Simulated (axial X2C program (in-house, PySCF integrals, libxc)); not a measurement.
How long does CuC⁺ take?

A bond scan computed with an in-house relativistic program for diatomic molecules. Basis: Cu dyall-cv3z [9s9p6d3f2g], C dyall-v3z [7s6p2d1f] (cores contracted in-house).

The run was started with this input:
```json
{"zs": [29, 6], "q": 1, "bas": ["dyall-cv3z", "dyall-v3z"], "levels": ["PBE0", "HF", "PBE50"], "cc": true, "r0": 1.82, "thr": -2.0, "nmax": 90, "npts": 10, "nst": 2, "ntry": 6}
```
```bash
python so2c.py task.json out
```

Keys: zs atomic numbers; q charge; bas basis sets; levels methods; cc coupled cluster on or off; r0 starting distance in Å; thr threshold in hartree for freezing inner shells (an s shell follows its p shell); nmax most natural virtual spinors; npts points on the curve; nst determinants followed; ntry starts of the search. HF also brings MP2.

Hardware: 1 thread of Intel(R) Xeon(R) Processor @ 2.30GHz (shared host).

Wall time of one point of each curve, integrals apart:

```json
{"Hamiltonian": "spin-free", "level": "PBE0", "points": "10", "seconds a point": "0.5"}
{"Hamiltonian": "spin-free", "level": "HF", "points": "10", "seconds a point": "0.23"}
{"Hamiltonian": "spin-free", "level": "CCSD(T) (14 electrons, 90 virtuals)", "points": "7", "seconds a point": "15"}
{"Hamiltonian": "spin-free", "level": "PBE50", "points": "10", "seconds a point": "0.61"}
{"Hamiltonian": "2c", "level": "PBE0", "points": "10", "seconds a point": "0.59"}
{"Hamiltonian": "2c", "level": "HF", "points": "10", "seconds a point": "0.34"}
{"Hamiltonian": "2c", "level": "CCSD(T) (14 electrons, 90 virtuals)", "points": "7", "seconds a point": "15"}
{"Hamiltonian": "2c", "level": "PBE50", "points": "10", "seconds a point": "0.64"}
```

The rest:

Search with its distance optimisation 16 s, atoms 32 s, whole task 300 s. Coupled cluster runs on the points near the minimum only. The program drops outer points, and coupled cluster, when its time limit (not in the input) nears; MP2, further determinants and curves that did not converge are not in the table.
